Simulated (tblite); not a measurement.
Compound: C6H12N2Si2.
Numbering: `[CH:1]#[C:2][C:3]#[C:4][Si@H:5]([SiH2:6][NH2:7])[N:8]([CH3:9])[CH3:10]` (hydrogens: H11 on C1; H12 on Si5; H13, H14 on Si6; H15, H16 on N7; H17, H18, H19 on C9; H20, H21, H22 on C10)

Cartesian coordinates in Å at the GFN2-xTB level; atoms count from 1:
```
atom  x, y, z in Å
C1     4.8603    1.5865   -0.5681
C2     3.7536    1.2051   -0.2803
C3     2.5084    0.7704    0.0464
C4     1.3898    0.4032    0.3435
Si5   -0.2771   -0.2990    0.7567
Si6   -0.5802   -2.3444   -0.2466
N7     0.8306   -3.2227    0.2088
N8    -1.3842    0.8398    0.0799
C9    -2.7587    0.5069   -0.1846
C10   -1.2014    2.2515    0.2942
H11    5.8216    1.9191   -0.8219
H12   -0.2748   -0.3023    2.2441
H13   -0.8200   -2.3038   -1.7051
H14   -1.6774   -3.1553    0.3008
H15    0.9030   -4.1963   -0.0379
H16    1.7320   -2.7839    0.1138
H17   -2.8570   -0.5587   -0.3809
H18   -3.1118    1.0583   -1.0620
H19   -3.4108    0.7672    0.6600
H20   -1.5849    2.8114   -0.5638
H21   -1.7289    2.6000    1.1913
H22   -0.1425    2.4666    0.4088
```

All values are computed: GFN2-xTB (tblite) harmonic vibrations without scaling, gas phase. Errors from tens to a few hundred cm⁻¹ against measured bands are possible. Modes of hydrogen on silicon can be 10 to 20 % off. One conformer, not necessarily the lowest.

Harmonic wavenumbers (cm⁻¹): 29.7, 38.7, 49.3, 65.0, 95.8, 136.3, 143.8, 173.8, 177.4, 200.1, 231.3, 249.7, 263.3, 273.9, 290.2, 376.5, 393.8, 398.2, 423.7, 460.3, 527.6, 546.1, 592.3, 634.0, 637.8, 640.1, 666.7, 693.4, 721.0, 826.2, 844.3, 896.0, 1035.6, 1058.3, 1061.3, 1090.5, 1128.0, 1207.2, 1300.9, 1419.7, 1431.1, 1482.5, 1491.1, 1503.7, 1514.6, 1536.4, 2020.7, 2104.8, 2188.1, 2189.8, 2270.4, 2876.1, 2884.5, 2939.3, 2947.8, 3023.1, 3038.8, 3402.3, 3474.4, 3507.1.

A = 1046, B = 598.7, C = 401.4 MHz; mass 168.054 u (most abundant isotopes); point group C1, symmetry number 1.

Question: What is the zero-point energy?

Answer: ½Σν̃ = 34912 cm⁻¹ = 417.64 kJ/mol.

Question: Give the ideal-gas entropy at 200 K and 1 bar in the rigid-rotor, harmonic-oscillator model (classical rotation).

Answer: Translation 164.46, rotation 126.92, vibration 155.94: S = 447.3 J/(mol K).

Question: And Cp and H(200 K) − H(0)?

Answer: Cp = 184.22 J/(mol K), of which vibrations give 150.96 (their classical limit is 60 R = 498.9); H(200 K) − H(0) = 22.83 kJ/mol without the zero-point energy, 16.18 from vibrations.

Question: Which modes carry the vibrational entropy at 200 K?

Answer: 29.7 cm⁻¹: 21.16; 38.7 cm⁻¹: 18.97; 49.3 cm⁻¹: 16.98; 65.0 cm⁻¹: 14.71; 95.8 cm⁻¹: 11.57; 136.3 cm⁻¹: 8.80 J/(mol K); the other 54 give 63.75 together.

Question: What must be added to the electronic energy to get the Gibbs energy at 200 K and 1 bar?

Answer: ZPE + [H(200 K) − H(0)] − T·S = 417.64 + 22.83 − 89.47 = 351.00 kJ/mol.

Question: Blend soft modes into free rotors: weight 1/[1 + (100 cm⁻¹/ν̃)⁴] for the oscillator and the rest for a rotor with moment μB/(μ + B), μ = h/(8π²ν), B = 10⁻⁴⁴ kg m². What vibrational entropy results?

Answer: 139.82 J/(mol K) in place of 155.94, which changes −T·S at 200 K by +3.23 kJ/mol.

Hindered rotation and anharmonicity are outside this model. Other conformers, if any are populated, would add a mixing term that is left out. The structure is chiral; the term R ln 2 for an equal mix with its mirror image is left out.
